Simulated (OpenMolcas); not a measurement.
Multiconfigurational calculation on Nb²⁺

Input:

```
&GATEWAY
Coord
1

Nb 0.0 0.0 0.0
Basis=ANO-R3
Group=XYZ
NoMove
AngMom=0.0 0.0 0.0
AMFI
&SEWARD
&RASSCF
FileOrb=start.orb
Symmetry=1
Spin=4
nActEl=3 0 0
Inactive=9 9
Ras2=5 0
CIRoot=10 10 1
SDav=10
CIMx=300
Iter=120 100
PrWF=0.3
OrbListing=Nothing
MaxOrb=0
Atom
>>> COPY $Project.JobIph JOB001
&RASSCF
FileOrb=start.orb
Symmetry=1
Spin=2
nActEl=3 0 0
Inactive=9 9
Ras2=5 0
CIRoot=40 40 1
SDav=40
CIMx=300
Iter=120 100
PrWF=0.3
OrbListing=Nothing
MaxOrb=0
Atom
>>> COPY $Project.JobIph JOB002
&RASSI
NrOfJobIphs=2 10 40
1 2 3 4 5 6 7 8 9 10
1 2 3 4 5 6 7 8 9 10 11 12 13 14 15 16 17 18 19 20 21 22 23 24 25 26 27
28 29 30 31 32 33 34 35 36 37 38 39 40
IphNames
JOB001
JOB002
EJob
SpinOrbit
DIPRint=1.0
SOCoupling=1000.0
Subsets=2
MEES
Property=10
'ANGMOM' 1 'ANGMOM' 2 'ANGMOM' 3 'MLTPL  1' 1 'MLTPL  1' 2 'MLTPL  1' 3
'AMFI' 1 'AMFI' 2 'AMFI' 3 'MLTPL  2' 6
SOProperty=3
'ANGMOM' 1 'ANGMOM' 2 'ANGMOM' 3
```

Launched by
```bash
OMP_NUM_THREADS=1 MOLCAS_MEM=2252 MOLCAS_PROJECT=a pymolcas a.inp > a.log  # once for each step of the input, in one work folder
```

A driver script runs the steps one by one and writes start.orb anew before each from the orbitals found so far.

Output, cut to the results:

```
--- SEWARD ---
Basis set label: NB.ANO-R...8S6P6D3F2G1H.

      Electronic valence basis set:
      ------------------
      Associated Effective Charge  41.000000 au
      Associated Actual Charge     41.000000 au
      Nuclear Model: Finite nucleus - Gaussian distribution
        Gaussian exponent, Xi/bohr**(-2):  2.21204E+08

      Shell  nPrim  nBasis  Cartesian Spherical Contaminant
         s      23       8        X
         p      15       6        X
         d      12       6                 X
         f       6       3                 X
         g       5       2                 X
         h       3       1                 X
                  Relativistic X2C integrals
                  Atomic mean-field integrals
--- RASSCF ---
Wave function specifications:
      -----------------------------

      Number of closed shell electrons          36
      Number of electrons in active shells       3
      Max number of holes in RAS1 space          0
      Max nr of electrons in RAS3 space          0
      Number of inactive orbitals               18
      Number of active orbitals                  5
      Number of secondary orbitals              83
      Spin quantum number                      1.5
      State symmetry                             1
Orbital specifications:
      -----------------------

      Symmetry species                           1   2
                                                ag  au
      Frozen orbitals                            0   0
      Inactive orbitals                          9   9
      Active orbitals                            5   0
      RAS1 orbitals                              0   0
      RAS2 orbitals                              5   0
      RAS3 orbitals                              0   0
      Secondary orbitals                        42  41
      Deleted orbitals                           0   0
      Number of basis functions                 56  50
      Number of CSFs                            10
      Number of root(s) required                10
      Iter CI   SX   CI       RASSCF       Energy    max ROT     max BLB   max BLB  Level Ln srch  Step   QN
          iter iter root      energy       change     param      element    value   shift minimum  type update
 Nr of preliminary CI iterations:   1
      Total energies have been shifted. Add                -3000.00 au
        1   1   12    0  -816.52468626    0.00E+00   1.24E-01*   7  10 2  8.90E-02*  0.00   0.00    SX    NO
        2   1   12    0  -816.54840157   -2.37E-02*  4.82E-02    8  14 2  5.47E-02*  0.00   0.00    SX    NO
        3   1   11    0  -816.55122266   -2.82E-03*  3.03E-02    7  13 2 -2.41E-02*  0.00   0.00    SX    NO
        4   1   11    0  -816.55222951   -1.01E-03*  1.75E-02    8  14 2  1.46E-02*  0.00   0.00    SX    NO
        5   1   11    0  -816.55253138   -3.02E-04*  6.49E-03    8  14 2 -8.10E-03*  0.00   0.62    QN   YES
        6   1   10    0  -816.55271775   -1.86E-04*  3.52E-04    7  13 2 -4.58E-04*  0.00   1.05    QN   YES
        7   1    9    0  -816.55271826   -5.09E-07*  1.04E-04    7  13 2  8.94E-05   0.00   0.84    QN   YES
        8   1    7    0  -816.55271830   -3.88E-08*  2.17E-05   14  28 1 -7.49E-06   0.00   0.85    QN   YES
        9   1    5    0  -816.55271830   -1.93E-09   2.02E-06   14  23 1  9.10E-07   0.00   0.96    QN   YES
      Convergence after  9 iterations
       10   1    5    0  -816.55271830   -1.14E-11   2.02E-06    7  13 2  2.56E-07   0.00   0.96    QN   YES
      Natural orbitals and occupation numbers for root  1
      sym 1:   0.160226   1.000000   0.839774   0.160226   0.839774
      Natural orbitals and occupation numbers for root  2
      sym 1:   1.000000   0.237433   0.762567   0.762567   0.237433
      Natural orbitals and occupation numbers for root  3
      sym 1:   1.000000   0.068748   0.931252   0.068748   0.931252
::    RASSCF root number  1 Total energy:  -3816.56735360
::    RASSCF root number  2 Total energy:  -3816.56735360
::    RASSCF root number  3 Total energy:  -3816.56735360
::    RASSCF root number  4 Total energy:  -3816.56735360
::    RASSCF root number  5 Total energy:  -3816.56735360
::    RASSCF root number  6 Total energy:  -3816.56735360
::    RASSCF root number  7 Total energy:  -3816.56735360
::    RASSCF root number  8 Total energy:  -3816.51856926
::    RASSCF root number  9 Total energy:  -3816.51856926
::    RASSCF root number 10 Total energy:  -3816.51856926
--- RASSCF ---
Wave function specifications:
...
--- RASSI ---
SPIN-FREE ENERGIES:
  (Shifted by EMIN (a.u.) =      -3816.5673536006)

 SF State       Relative EMIN(au)   Rel lowest level(eV)    D:o, cm**(-1)      L_eff

     1             0.0000000000        0.0000000000              0.0000         3.0
     2             0.0000000000        0.0000000000              0.0000         3.0
     3             0.0000000000        0.0000000000              0.0000         3.0
     4             0.0000000000        0.0000000000              0.0000         3.0
     5             0.0000000000        0.0000000000              0.0000         3.0
     6             0.0000000000        0.0000000000              0.0000         3.0
     7             0.0000000000        0.0000000000              0.0000         3.0
     8             0.0487843441        1.3274896308          10706.9259         1.0
     9             0.0487843441        1.3274896308          10706.9259         1.0
    10             0.0487843441        1.3274896308          10706.9259         1.0
    11             0.0517060499        1.4069932945          11348.1662         4.0
    12             0.0517060499        1.4069932945          11348.1662         4.0
    13             0.0517060499        1.4069932945          11348.1662         4.0
    14             0.0517060499        1.4069932945          11348.1662         4.0
    15             0.0517060499        1.4069932945          11348.1662         4.0
    16             0.0517060499        1.4069932945          11348.1662         4.0
    17             0.0517060499        1.4069932945          11348.1662         4.0
    18             0.0517060499        1.4069932945          11348.1662         4.0
    19             0.0517060499        1.4069932945          11348.1662         4.0
    20             0.0677071561        1.8424055754          14860.0031         4.3
    21             0.0677071561        1.8424055754          14860.0031         4.5
...
```

Levels above the lowest, from the spin-orbit matrix, grouped by J:

| Configuration | Term | J | E (cm-1) | Measured (cm-1) | g | Term weight % | Second |
| --- | --- | --- | --- | --- | --- | --- | --- |
| 4d3 | 4F | 3/2 | 0.0 | 0.0 | 0.400 | 100 |  |
| 4d3 | 4F | 5/2 | 505 | 516 | 1.029 | 100 |  |
| 4d3 | 4F | 7/2 | 1167 | 1177 | 1.238 | 100 |  |
| 4d3 | 4F | 9/2 | 1951 | 1939 | 1.333 | 99 |  |
| 4d3 | 4P | 1/2 | 11326 | 8664 | 2.622 | 98 | 2 2P |
| 4d3 | 4P | 3/2 | 11430 | 8608 | 1.707 | 94 | 6 2P |
| 4d3 | 2G | 7/2 | 12126 | 9236 | 0.890 | 100 |  |
| 4d3 | 4P | 5/2 | 12128 | 9594 | 1.599 | 99 |  |
| 4d3 | 2G | 9/2 | 12677 | 9804 | 1.097 | 92 | 8 2H |
| 4d3 | 2P | 3/2 | 15665 |  | 1.158 | 58 | 37 2D(1) |
| 4d3 | 2P | 1/2 | 15793 |  | 0.714 | 98 | 2 4P |
| 4d3 | 2H | 9/2 | 15979 | 12916 | 0.925 | 92 | 8 2G |
| 4d3 | 2H | 11/2 | 16323 | 13264 | 1.091 | 100 |  |
| 4d3 | 2D(1) | 5/2 | 17799 | 13094 | 1.202 | 99 |  |
| 4d3 | 2D(1) | 3/2 | 17852 |  | 1.002 | 62 | 37 2P |
| 4d3 | 2F | 7/2 | 26471 | 19861 | 1.143 | 100 |  |
| 4d3 | 2F | 5/2 | 26727 | 19975 | 0.858 | 100 |  |
| 4d3 | 2D(2) | 5/2 | 41175 |  | 1.200 | 100 |  |
| 4d3 | 2D(2) | 3/2 | 41471 |  | 0.800 | 100 |  |

Against the 13 measured excited levels shown (the list in Shadmi, J. Res. Natl. Bur. Stand. 70A, 435 (1966)) the mean absolute deviation is 2900 cm-1; the largest miss in energy is 4d3 2F 5/2: computed 26727, measured 19975 cm-1 (+33.8 %).

Levels of configurations with an s electron are missing; early in the row they begin among the upper levels of the d shell and mix with terms of their name. Without dynamic correlation excited terms often stand tens of per cent too high (terms of higher spin than the ground term too low), and those without a measured partner can miss by more than the paired ones. Computed and measured levels are paired by configuration, term and J; levels that our copy of the source lacks, or whose pairing is in doubt (as where it misses far off the trend of its configuration), stay unpaired and out of the deviations. Levels of configurations outside the active space are missing.

The RASSCF and RASSI steps took 14 s on 1 thread of Arm Neoverse V1, with other jobs on the host; the integral step is not counted.

The term weight is that of the spin-free term in the level, not the purity of its configuration. A number in round brackets counts repeated terms of one configuration in the order of the reference energies.
